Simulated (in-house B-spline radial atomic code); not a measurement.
How numerical settings move a run on Si III (Si2+), [Ne] 3s2. Computed with an all-electron radial atomic-structure program (B-spline basis): non-relativistic CAM-B3LYP, spin-polarised, spherical fractional occupations, point nucleus.

Command:
```bash
python run_scf.py task.json out
```
Settings of the sound reference run:
```
Z                14
electrons        12
configuration    [Ne] 3s2
hamiltonian      nr
method           camb3lyp
spin_polarised   True
knot_spacing     0.22
spline_order     8
gauss_points     12
box_radius       22.22
max_iterations   70
damping          0.5
damped_steps     3
diis_vectors     10
tolerance        1e-08
start            Thomas-Fermi
```

Run time, properties included: 0.28 s on 1 thread of Arm Neoverse V1, on a shared host.

It converges in 8 iterations to -288.487119 hartree, with 3s up at -31.134 eV. The other runs change the listed settings, some to values that make no sense; their results aren't properties of the atom or ion. Radii are in bohr (the nuclear one in fm), a minus after a letter asks for a j subshell, and «unchanged» means within 1e-8 hartree. The run stops when the residual is below 10 × tolerance × max(1, Z/10), or a noise floor if that is larger, and the energy moves by less than 1e-8 × √|E| hartree; so very loose and very tight tolerances often act alike.

```tsv
changed settings	outcome
damping = 0.95	converged in 9 iterations, energy unchanged, 3s up level +2.0e-06 eV
electrons = 20, configuration = [Ne] 3s2 5s2 5p6, max_iterations = 50	not converged after 50 iterations, last residual 1.4e-03
box_radius = 88.88	converged in 8 iterations, energy unchanged
box_radius = 1.33	converged in 8 iterations, energy +1.45e+01 hartree from the reference, 3s up level +1.9e+02 eV (the program warns: 3s up has a positive eigenvalue: unbound, held by the box; 3s down has a positive eigenvalue: unbound, held by the box)
box_radius = 88.88, max_iterations = 50, diis_vectors = 0	converged in 19 iterations, energy unchanged, 3s up level +2.2e-06 eV
box_radius = 11.11	converged in 8 iterations, energy unchanged, 3s up level -2.9e-07 eV
spline_order = 4	converged in 9 iterations, energy +6.57e-05 hartree from the reference, 3s up level +3.5e-05 eV
electrons = 13, configuration = [Ne] 3s3, max_iterations = 75	stopped with error: shell 3s holds at most 1 electrons (per spin)
gauss_points = 16, box_radius = 6.67, max_iterations = 50, damped_steps = 30, diis_vectors = 20	converged in 19 iterations, energy +1.35e-04 hartree from the reference, 3s up level +6.1e-03 eV (the program warns: 3s up reaches the box edge; 3s down reaches the box edge)
box_radius = 88.88, max_iterations = 50, diis_vectors = 1, start = bare nucleus	converged in 20 iterations, energy unchanged, 3s up level +1.8e-06 eV
spline_order = 10	converged in 9 iterations, energy -2.02e-08 hartree from the reference, 3s up level -3.1e-07 eV
box_radius = 2.22	converged in 8 iterations, energy +1.77e+00 hartree from the reference, 3s up level +2.9e+01 eV (the program warns: 3s up reaches the box edge; 2s up reaches the box edge)
damping = 0.2	converged in 8 iterations, energy unchanged, 3s up level +1.8e-06 eV
spline_order = 7	converged in 9 iterations, energy -1.17e-08 hartree from the reference, 3s up level -1.0e-06 eV
box_radius = 6.67	converged in 8 iterations, energy +1.35e-04 hartree from the reference, 3s up level +6.1e-03 eV (the program warns: 3s up reaches the box edge; 3s down reaches the box edge)
hamiltonian = dirac, method = hf, nucleus = fermi, rms_radius = 3.1224, mass_number = 28, atomic_mass = 27.97693, speed_of_light = 137.036	stopped with error: spin polarisation is not served with the Dirac Hamiltonian
```

Task: What happens with box_radius = 3.33?

Result: Converged in 8 iterations, energy +2.00e-01 hartree from the reference, 3s up level +4.0e+00 eV (the program warns: 3s up reaches the box edge; 2s up reaches the box edge).

Task: What happens with spline_order = 3?

Result: Converged in 9 iterations, energy +4.93e-03 hartree from the reference, 3s up level +2.5e-03 eV.

Task: What happens with spline_order = 4, box_radius = 6.67, max_iterations = 50?

Result: Converged in 8 iterations, energy +1.99e-04 hartree from the reference, 3s up level +6.1e-03 eV (the program warns: 3s up reaches the box edge; 3s down reaches the box edge).

Task: What happens with spline_order = 6?

Result: Converged in 9 iterations, energy +4.52e-08 hartree from the reference, 3s up level +1.8e-06 eV.
